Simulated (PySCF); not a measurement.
## Relaxation of singlet TeO2Cl2

All numbers come from PBE0 in PySCF with Te def2-SVP with ECP28, O def2-SVP, Cl def2-SVP; scalar-relativistic core potentials, no spin–orbit coupling; density-fitted integrals. A (50,194) grid was used.

A hand-made tetrahedral start, of C2v symmetry, held to at least that symmetry:

```xyz
5
charge 0 multiplicity 1, angstrom
Te    0.0000    0.0000   -0.2619
O     0.0000    1.5106   -1.3299
O     0.0000   -1.5106   -1.3299
Cl    1.9189    0.0000    1.0947
Cl   -1.9189    0.0000    1.0947
```

Optimiser trace:
| step | E − E(last) (kJ/mol) | largest gradient (Eh/bohr) |
| --- | --- | --- |
| 0 | 35.29 | 0.06854 |
| 1 | 5.20 | 0.00773 |
| 2 | 0.74 | 0.00578 |
| 3 | 0.03 | 0.00155 |
| 4 | 0.01 | 0.00055 |
| 5 | 0.00 | 0.00008 |
| 6 | 0.00 | 0.00001 |

It ends at C2v with Te–Cl 2.341 Å (×2), Te–O 1.799 Å (×2); Cl–Te–Cl 97.5°, Cl–Te–O 107.5° (×4), O–Te–O 125.6° (after a last refinement on a finer grid). A frequency run shows a minimum. Other isomers or separated fragments may lie lower.

Final geometry:
```xyz
5
charge 0 multiplicity 1, angstrom
Te    0.0000    0.0000   -0.3523
O     0.0000    1.5996   -1.1751
O     0.0000   -1.5996   -1.1751
Cl    1.7604    0.0000    1.1905
Cl   -1.7604    0.0000    1.1905
```

The relaxation took of the order of 70 core-seconds on a shared host.
